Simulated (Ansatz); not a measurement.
Basis-set extrapolation for C₈H₁₂N₂ (`CCCCCC(C#N)C#N`) (PBE0-D4/def2-TZVP geometry, frozen core, Ansatz 0.2.0). Multiplicity 1, RHF reference.

```csv
,def2-TZVPP,def2-QZVPP
HF,-418.970381,-418.988187
MP2 correlation,-1.705991,-1.813974
CCSD(T) correlation,-1.845062,not run
```

Energies in hartree. Use E(X) = E(∞) + A·exp(−7.88·√X) for Hartree–Fock and E(X) = E(∞) + B·X^(−2.97) for correlation, with X = 3 and 4, and add CCSD(T) minus MP2 of the smaller set to the MP2 limit.

What is the CCSD(T) energy at the basis-set limit?

HF limit: -418.988187 + (-0.017806) × 0.13774 = -418.99064. MP2 limit: -1.813974 + (-0.107983) × 0.74074 = -1.89396. Higher-order term: -1.845062 − (-1.705991) = -0.13907. Total: -421.02367 hartree, 546.7 kJ/mol below CCSD(T)/def2-TZVPP.
